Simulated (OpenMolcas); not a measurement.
**Au³⁺: effect of the level shift or regulariser**

```yaml
Program: OpenMolcas 26.06
Basis: ANO-RCC-VQZP [9s8p6d4f2g1h]
Scalar_Hamiltonian: DKH2, point nucleus
Active_space: 8 electrons in 10 orbitals (5d 6d)
State_averaging: 2S+1 = 3 even, 10 roots; 2S+1 = 1 even, 15 roots
Spin-orbit_coupling: RASSI with atomic mean-field integrals over the reference wave functions, term energies averaged over their components
```

Methods on the same reference wave functions:
A. CASSCF
B. SS-CASPT2, IPEA 0.25 Eh, imaginary shift 0.1 Eh (closed shells correlated: 5s 5p)
C. SS-CASPT2, IPEA 0.25 Eh, sigma2 regulariser 0.3 Eh (closed shells correlated: 5s 5p)

Energies in cm⁻¹ above 5d⁸ ³F₄, the measured ground level; measured values from Zainab et al., Astrophys. J. Suppl. Ser. 267, 12 (2023).

| Level | A | B | C | Measured |
| --- | --- | --- | --- | --- |
| 5d⁸ ³F₄ | 0.0 | 0.0 | 0.0 | 0.0 |
| 5d⁸ ³F₃ | 12276 | 12420 | 12420 | 12294 |
| 5d⁸ ³P₂ [51 %] | 20562 | 18790 | 18790 |  |
| 5d⁸ ³P₀ | 22944 | 18950 | 18950 | 18185 |
| 5d⁸ ³P₁ | 26164 | 22670 | 22670 | 21490 |
| 5d⁸ ¹G₄ | 29379 | 26380 | 26380 | 25702 |
| 5d⁸ ¹S₀ | 62337 | 56290 | 56290 | 55278 |

Deviations, from unrounded energies. A percentage is the sum of absolute deviations over the sum of measured energies, with the sign that they share, or ± where signs differ.

```tsv
Against measurement	Levels	A	B	C
mean absolute deviation (cm-1)	5	4000	750	750
fine structure of the ground term (%)	1	-0.1	+1.0	+1.0
other terms of the ground configuration (%)	4	+16.7	+3.0	+3.0
```

B, C lie about equally close to measurement and A furthest from it. The largest miss of C in the table is 5d⁸ ³P₁, by +1200 cm-1. The ranking rests on the paired levels alone, and a cruder setting can come out closer through cancelling errors.

Between B and C no level of the table moves by more than 5 cm-1.

The two smallest mean deviations differ by little beside CASPT2's spread within terms, so their order carries little weight.

From A to B the spin-free energies of the other terms of 5d⁸ shown, above ³F, scale by factors of 0.74 to 0.86, as is usual when dynamic correlation screens the repulsion within a d or f shell.

The lowest spin-free term lies below A's lowest term by 0.445 hartree in B, 0.445 hartree in C.

CASPT2 does not keep the components of a term degenerate, so their means are used; among the terms shown or strongly mixed into the levels shown the widest spread is 680 cm-1 (5d⁸ ¹G, C). Active for correlation alone: 6d; no level in the range computed is led by a configuration that fills it, so any true level of that kind is missing. Without dynamic correlation excited terms often stand tens of per cent too high (terms of higher spin than the ground term too low), and those without a measured partner can miss by more than the paired ones (holds for A). Computed and measured levels are paired by configuration, term and J; levels that our copy of the source lacks, or whose pairing is in doubt (as where it misses far off the trend of its configuration), stay unpaired and out of the deviations. Levels of configurations outside the active space are missing. The table leaves out levels that lie high or whose names do not pair safely across all columns.

A share in square brackets marks a mixed level and gives the weight of the term that names it, the lowest over the columns.
